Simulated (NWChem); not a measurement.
Species: SnNH$_{3}$F$_{2}$; SMILES [F][SnH]([NH2])[F]

```xyz
7

Sn    -0.0607     0.1990     0.0000
N      1.8223    -0.5939     0.0000
F     -0.9141    -0.5923    -1.5641
F     -0.9141    -0.5923     1.5641
H     -0.4907     1.8699     0.0000
H      2.3500    -0.2863    -0.8291
H      2.3500    -0.2863     0.8291
```
Atoms are numbered in this order, from 1.

This is a stationary point of PBE-D3(BJ)/def2-SVP with def2 effective core potentials on Sn (NWChem), point group Cs. def2 effective core potentials on Sn; no spin-orbit coupling.

Problem. Is it a minimum? If not, what does it relax to?

Solution. No. It has an imaginary frequency of 93i cm⁻¹. Following that mode (on a finer grid) lowers the energy by 2.1 kcal/mol and ends, with real frequencies alone, at point group Cs:
```xyz
7

Sn    -0.0122     0.3376    -0.0374
N      2.0020    -0.0331    -0.0435
F     -0.8561    -1.0924    -1.0735
F     -0.6220     0.1328     1.8110
H     -0.5945     1.8391    -0.6279
H      2.2874    -0.2517     0.9236
H      2.1647    -0.8939    -0.5885
```
